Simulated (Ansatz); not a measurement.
Level of theory: frozen-core CCSD(T)/cc-pVDZ // PBE-D3(BJ)/def2-SVP in Ansatz (an electronic-structure program). The restricted HF reference is unstable towards unrestricted orbitals.

Ansatz 0.2 input:
```yaml
crystal:
  periodic: [false, false, false]
  atoms:
    - { symbol: B, position_ang: [3.591811, -0.861632, -0.20809] }
    - { symbol: C, position_ang: [2.080959, -0.554347, -0.111022] }
    - { symbol: C, position_ang: [1.595277, 0.792559, 0.018333] }
    - { symbol: C, position_ang: [0.241599, 1.106615, 0.108675] }
    - { symbol: Si, position_ang: [-0.28436, 2.916377, 0.277619] }
    - { symbol: C, position_ang: [-0.714436, 0.03031, 0.070565] }
    - { symbol: C, position_ang: [-2.122642, 0.228561, 0.154496] }
    - { symbol: C, position_ang: [-2.972446, -0.864597, 0.110177] }
    - { symbol: C, position_ang: [-2.410793, -2.166984, -0.019112] }
    - { symbol: N, position_ang: [-1.112474, -2.404074, -0.1009] }
    - { symbol: C, position_ang: [-0.26016, -1.334823, -0.058607] }
    - { symbol: C, position_ang: [1.136779, -1.589672, -0.146586] }
    - { symbol: H, position_ang: [4.406398, 0.043127, -0.174669] }
    - { symbol: H, position_ang: [3.972932, -2.012255, -0.318059] }
    - { symbol: H, position_ang: [2.343331, 1.601751, 0.045573] }
    - { symbol: H, position_ang: [-1.047196, 3.14836, 1.555612] }
    - { symbol: H, position_ang: [-1.175061, 3.337436, -0.861819] }
    - { symbol: H, position_ang: [0.955755, 3.763668, 0.278271] }
    - { symbol: H, position_ang: [-2.529992, 1.247373, 0.253955] }
    - { symbol: H, position_ang: [-4.063774, -0.739841, 0.172952] }
    - { symbol: H, position_ang: [-3.079233, -3.046957, -0.055378] }
    - { symbol: H, position_ang: [1.44773, -2.640953, -0.24424] }
basis:
  gaussian: { orbitals: cc-pVDZ }
correlation:
  method: ccsd_t
```

Output:

```
Functional definition: HF
2071 factors; integrals over basis functions are off by at most 1.1e-3 eV
mean field evaluation 1: about -19442.4944 eV, gradient 3.9e1 eV
mean field evaluation 2: about -19443.0378 eV, gradient 3.9e1 eV
mean field evaluation 4: about -19448.4145 eV, gradient 7.1e0 eV
mean field evaluation 8: about -19448.5595 eV, gradient 4.0e-1 eV
mean field evaluation 16: about -19448.5614 eV, gradient 2.5e-6 eV
mean field -19448.56141976 eV, -714.7214494676 hartree, gradient 2.5e-6 eV, S^2 0.000000; 0 other end points of the search recorded, 0 dependent functions left out; unrestricted orbitals would lower it
16 core orbitals not correlated
reference -19448.56141976 eV, -714.7214494676 hartree; 29, 29 occupied and 177, 177 virtual orbitals, 2071 factors
second order -41.04003115 eV of doubles, -0.00000000 eV of singles
cycle   1  -41.29421957 eV  change   -2.5e-1 eV  update   1.8e-1
cycle   2  -42.64278961 eV  change    -1.3e0 eV  update   5.7e-2
cycle   3  -42.95096287 eV  change   -3.1e-1 eV  update   2.4e-2
cycle   4  -42.95109379 eV  change   -1.3e-4 eV  update   7.4e-3
cycle   5  -42.95323278 eV  change   -2.1e-3 eV  update   3.5e-3
cycle   6  -42.95466373 eV  change   -1.4e-3 eV  update   1.1e-3
cycle   7  -42.95429363 eV  change    3.7e-4 eV  update   4.5e-4
cycle   8  -42.95424400 eV  change    5.0e-5 eV  update   2.0e-4
cycle   9  -42.95432656 eV  change   -8.3e-5 eV  update   8.0e-5
cycle  10  -42.95431779 eV  change    8.8e-6 eV  update   4.1e-5
perturbative correction -2.02114574 eV, -0.0742757361 hartree
Total energy: -19493.53688329 eV, -716.3742672670 hartree
```

Cost: around 18 core-minutes (rough).
